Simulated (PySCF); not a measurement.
**Excitation energy of Sb by level of theory**

Sb [Kr] 4d10 5s2 5p3 (4S) → Sb [Kr] 4d10 5s1 5p3 6s1 (6S), as a difference of total energies. Calculation: PySCF 2.14, in x2c-QZVPPall with one added diffuse shell each of s, p, d, f type (14s10p8d5f1g, 128 functions); scalar relativity by spin-free X2C-1e. Correlated levels: valence: [Kr] 4d10 frozen; valence and next inner shell: [Ar] 3d10 frozen. The calculations carry no spin-orbit coupling.

| method | excitation energy (eV) |
| --- | --- |
| UHF | 9.615 |
| LDA | 12.242 |
| PBE | 11.933 |
| PBE0 | 11.645 |
| r2SCAN | 11.548 |
| LC-wPBE | 11.635 |
| BHandHLYP | 11.805 |
| revPBE | 11.795 |
| MP2 (valence) | 10.744 |
| SCS-MP2 (valence) | 11.126 |
| MP2 (valence and next inner shell) | 11.706 |
| SCS-MP2 (valence and next inner shell) | 11.896 |

Problem. How much does correlation contribute at MP2 (valence and next inner shell)?

Solution. 11.706 − (9.615) = 2.091 eV, measured against UHF.

The upper state lies above the first ionisation limit, but in LS coupling its spin forbids autoionisation to the ground ion; at this Z spin-orbit coupling breaks that rule. A Rydberg-like electron needs more diffuse functions than a valence basis has.

The promoted electron is Rydberg-like, and one or two diffuse shells describe it only roughly, which tends to raise the upper state.
